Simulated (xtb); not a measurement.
H₆B₃N₃, charge +1, doublet, from a rough starting geometry (a state made from the parent by changing its charge; the spin is typed, not shown lowest); xtb with GFN2-xTB.

xtb was given this input:
```
$ xtb mol.xyz --gfn 2 --chrg 1 --uhf 1 --opt vtight --json

# file mol.xyz
12

B      0.93943886    -1.05960726    -0.10548744
N      1.31509066     0.29335132     0.24765542
B      0.40078779     1.27401121     0.33667307
N     -0.96708932     1.06039617     0.10683483
B     -1.38389831    -0.29675346    -0.24172373
N     -0.38714256    -1.30240563    -0.28766070
H      1.80465677    -1.90968083    -0.18537327
H      2.26790482     0.51980807     0.40906950
H      0.73886953     2.42349089     0.64468827
H     -1.63128837     1.75643033     0.20423183
H     -2.56786384    -0.50557400    -0.40537596
H     -0.65416224    -2.20781029    -0.57256341
```

Output, abridged:

```
   ID    Z sym.   atoms
    1    5 B      1, 3, 5
    2    7 N      2, 4, 6
    3    1 H      7-12

           -------------------------------------------------
          |                Calculation Setup                |
           -------------------------------------------------

           -------------------------------------------------
          |                 G F N 2 - x T B                 |
           -------------------------------------------------

          ...................................................
          :                      SETUP                      :
          :.................................................:
          :  # basis functions                  30          :
          :  # atomic orbitals                  30          :
          :  # shells                           18          :
          :  # electrons                        29          :
          :  max. iterations                   250          :
          :  Hamiltonian                  GFN2-xTB          :
          :  restarted?                      false          :
          :  GBSA solvation                  false          :
          :  PC potential                    false          :
          :  electronic temp.          300.0000000     K    :
          :  accuracy                    1.0000000          :
          :  -> integral cutoff          0.2500000E+02      :
          :  -> integral neglect         0.1000000E-07      :
          :  -> SCF convergence          0.1000000E-05 Eh   :
          :  -> wf. convergence          0.1000000E-03 e    :
          :  Broyden damping             0.4000000          :
          :  net charge                          1          :
          :  unpaired electrons                  1          :
          ...................................................

 iter      E             dE          RMSdq      gap      omega  full diag
   1    -15.3168378 -0.153168E+02  0.104E+01    5.51       0.0  T
   2    -15.3930822 -0.762443E-01  0.591E+00    4.97       1.0  T
   3    -15.3010339  0.920483E-01  0.347E+00    5.01       1.0  T
   4    -15.3762469 -0.752130E-01  0.175E+00    4.59       1.0  T
   5    -15.4164247 -0.401779E-01  0.105E+00    5.34       1.0  T
   6    -15.4092223  0.720243E-02  0.143E+00    5.38       1.0  T
   7    -15.4335692 -0.243469E-01  0.613E-01    5.31       1.0  T
   8    -15.4352470 -0.167786E-02  0.370E-01    5.35       1.0  T
[...]
 * total energy  :   -15.2272577 Eh     change       -0.1158361E-02 Eh
 * total energy  :   -15.2273636 Eh     change       -0.1059132E-03 Eh
 * total energy  :   -15.2277185 Eh     change       -0.3549139E-03 Eh
 * total energy  :   -15.2273951 Eh     change        0.3234095E-03 Eh
 * total energy  :   -15.2280706 Eh     change       -0.6754939E-03 Eh
 * total energy  :   -15.2282503 Eh     change       -0.1796223E-03 Eh
 * total energy  :   -15.2284715 Eh     change       -0.2212531E-03 Eh
 * total energy  :   -15.2284771 Eh     change       -0.5607411E-05 Eh
 * total energy  :   -15.2284789 Eh     change       -0.1745637E-05 Eh
 * total energy  :   -15.2284794 Eh     change       -0.5727502E-06 Eh
 * total energy  :   -15.2284796 Eh     change       -0.2053461E-06 Eh
 * total energy  :   -15.2284797 Eh     change       -0.5347548E-07 Eh
   *** GEOMETRY OPTIMIZATION CONVERGED AFTER 14 ITERATIONS ***
         :: total energy             -15.228479692323 Eh    ::
[...]
     8   1 H        0.860     0.219     1.012     1.576
     9   1 H        0.935     0.086     1.921     2.167
    10   1 H        0.860     0.220     1.012     1.576
    11   1 H        0.939     0.020     2.733     2.585
    12   1 H        0.860     0.228     0.975     1.547

 Mol. C6AA /au·bohr⁶  :       1246.238405
 Mol. C8AA /au·bohr⁸  :      31227.317532
 Mol. α(0) /au        :         55.698905

Wiberg/Mayer (AO) data.
largest (>0.10) Wiberg bond orders for each atom

 ---------------------------------------------------------------------------
     #   Z sym  total        # sym  WBO       # sym  WBO       # sym  WBO
 ---------------------------------------------------------------------------
     1   5 B    3.437 --     6 N    1.231     2 N    1.163     7 H    0.880
     2   7 N    3.543 --     3 B    1.257     1 B    1.163     8 H    0.925
     3   5 B    3.470 --     4 N    1.259     2 N    1.257     9 H    0.768
     4   7 N    3.543 --     3 B    1.259     5 B    1.162    10 H    0.924
     5   5 B    3.436 --     6 N    1.229     4 N    1.162    11 H    0.882
     6   7 N    3.569 --     1 B    1.231     5 B    1.229    12 H    0.903
     7   1 H    0.984 --     1 B    0.880
     8   1 H    0.951 --     2 N    0.925
     9   1 H    0.956 --     3 B    0.768
    10   1 H    0.951 --     4 N    0.924
    11   1 H    0.984 --     5 B    0.882
    12   1 H    0.947 --     6 N    0.903
 ---------------------------------------------------------------------------

Topologies differ in total number of bonds
Writing topology from bond orders to xtbtopo.mol

molecular dipole:
                 x           y           z       tot (Debye)
 q only:        0.056       0.234       0.050
   full:        0.070       0.267       0.004       0.703
molecular quadrupole (traceless):
                xx          xy          yy          xz          yz          zz
 q only:        3.618       0.056       4.510       1.702       3.326      -8.128
  q+dip:        4.654       0.026       5.675       2.205       4.332     -10.329
   full:        2.802       0.420       4.799       1.702       3.568      -7.601

optimized geometry written to: xtbopt.xyz

           -------------------------------------------------
          | TOTAL ENERGY              -15.228479692323 Eh   |
          | GRADIENT NORM               0.000145668356 Eh/α |
          | HOMO-LUMO GAP               5.429264724037 eV   |
           -------------------------------------------------
```
